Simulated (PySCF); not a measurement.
**Electron correlation in S⁺ (sulfur, charge +1)**

[Ne] 3s2 3p3, high-spin 4S determinant. All numbers are calculated (PySCF 2.14, no relativity, point nucleus, in cc-pV(D+d)Z). Frozen: [Ne]; 5 electrons correlated.

MP2 pair energies summed by pair of shells (mhartree):

| pair | energy | share (%) |
| --- | --- | --- |
| 3s-3p | -45.24 | 64.7 |
| 3p-3p | -16.86 | 24.1 |
| 3s-3s | -7.82 | 11.2 |

Total MP2 correlation energy: -69.92 mhartree.

Same-spin part -18.91 and opposite-spin part -51.01 mhartree; SCS-MP2 scales them by 1/3 and 6/5 to -67.51 mhartree.

```tsv
level	correlation energy (mhartree)
CCSD	-89.95
(T)	-1.08
CCSD(T)	-91.03
```

Diagnostics: T1 = 0.0024, D1 = 0.0060, largest double amplitude 0.066.

Q: Is a single reference adequate?

A: Yes: T1 lies below 0.03 and no double amplitude reaches 0.07.
